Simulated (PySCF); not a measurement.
## Diatomic anions of Ca with the alkali metals

CCSD(T) with double-zeta basis sets in PySCF, for the lowest determinant that a PBE0 search found; no spin–orbit coupling. De refers to high-spin ground-configuration atoms (the charge goes to the atom of lower measured ionisation energy or higher electron affinity, which is not always the lowest computed limit).

```csv
M,basis,"reference, frozen orbitals",charged atom,state (unpaired electrons),Re (Å),ωe (cm⁻¹),De (eV)
Li,def2-SVPD,"RHF, 5",Li−,singlet (closed shell),3.791,155,0.53
Na,aug-pcseg-1,"RHF, 6",Na−,singlet (closed shell),4.024,89.7,0.44
K,def2-SVPD,"RHF, 10",K−,singlet (closed shell),4.554,67.4,0.36
Cs,def2-SVPD,"RHF, 5",Cs−,singlet (closed shell),4.993,43.8,0.31
```

**Question.** The row for M = Rb is missing. Estimate Re, ωe and De as the mean of the rows for K and Cs, and compare with the calculation.

**Answer.** The means are 4.774 Å, 55.6 cm⁻¹ and 0.33 eV. RHF-CCSD(T) in def2-SVPD gives RbCa⁻ as a singlet (closed shell) with Re = 4.758 Å, ωe = 48.3 cm⁻¹, De = 0.34 eV, so the estimate is off by +1.5 pm, +15 % and -0.00 eV.

The rows differ in basis set, which adds steps of its own.

Correlated steps freeze the inner cores (5 to 10 orbitals); shallow outer-core shells are correlated. Weak bonds: CsCa⁻, KCa⁻, NaCa⁻, RbCa⁻. Basis-set superposition, not corrected here, can be much of De in a small basis, most of all at correlated wavefunction levels. Spin–orbit coupling is left out. For an ion De counts to the pair picked by the measured ionisation energies or electron affinities, which need not be the lowest pair at this level. The CCSD T1 diagnostic is raised in CsCa⁻, KCa⁻, RbCa⁻, a sign that a single reference may not be enough there.
